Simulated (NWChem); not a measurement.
Species: SnCl₄; SMILES [Cl][Sn]([Cl])([Cl])[Cl]

Results from NWChem. Structure relaxed at the PBE0/def2-SVP level. def2 effective core potentials on Sn; no spin-orbit coupling.

For level PBE0/def2-SVP (core potentials):

```
Property                     Value
---------------------------  -----
highest occupied level (eV)  -9.62
orbital gap (eV)              6.20
```

Question: What are these values for level PBE0/STO-3G (all-electron, non-relativistic)?

Answer: The highest occupied level (eV) is -8.02 and the orbital gap (eV) is 7.84.
